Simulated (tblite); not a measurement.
C$_{4}$H$_{4}$N (SMILES [c]1cc[nH]c1), doublet, at a GFN2-xTB geometry; GFN1-xTB (tblite).

Here is a job for tblite.
```
$ tblite run mol.xyz --method gfn1 --charge 0 --spin 1 --guess eeq --json tblite.json --no-restart

# file mol.xyz
9

H     -0.02216819     0.02578181     2.07218703
N     -0.01100368     0.03722541     1.06501021
C      0.01577759     1.15962534     0.28207507
C     -0.02026850    -1.06664492     0.26860244
C      0.02280243     0.72853871    -1.00533804
C      0.00054728    -0.66735377    -1.04553609
H      0.02721740     2.14433730     0.70122733
H     -0.04086179    -2.05616890     0.68202308
H     -0.00031443    -1.29952021    -1.90932923
```

Task: Write the output that tblite gives for this input, abridged.

Result: 
```
xTB calculator
 | screened Coulomb repulsion
 | Coulomb electrostatics
 |  * isotropic Klopman-Ohno-Mataga-Nishimoto electrostatics
 |  * onsite third-order electrostatics
 | DFT-D3(BJ) dispersion correction

halogen bonding energy    0.0000000000000E+00 Eh
repulsion energy          2.2188088114176E-01 Eh
dispersion energy        -2.7994519394806E-03 Eh
number of electrons       2.5000000000000E+01 e
integral cutoff           1.9731147476801E+01 bohr

------------------------------------------------------------
  cycle        total energy    energy error   density error
------------------------------------------------------------
      1     -13.64620141056  -1.3865283E+01   6.7679994E-01
      2     -13.67415052450  -2.7949114E-02   4.0040099E-01
      3     -13.67104099332   3.1095312E-03   7.2711929E-02
      4     -13.67638475166  -5.3437583E-03   9.7156761E-03
      5     -13.67647036072  -8.5609061E-05   1.8260123E-03
      6     -13.67647314230  -2.7815789E-06   2.6946516E-04
      7     -13.67647318196  -3.9666007E-08   1.0588425E-04
      8     -13.67647318841  -6.4509145E-09   8.0194339E-06
------------------------------------------------------------

electronic energy        -1.3895554617617E+01 Eh
total energy             -1.3676473188415E+01 Eh

Post processing:
 | Mayer-Wiberg bond orders

[Info] JSON dump of results written to 'tblite.json'
```
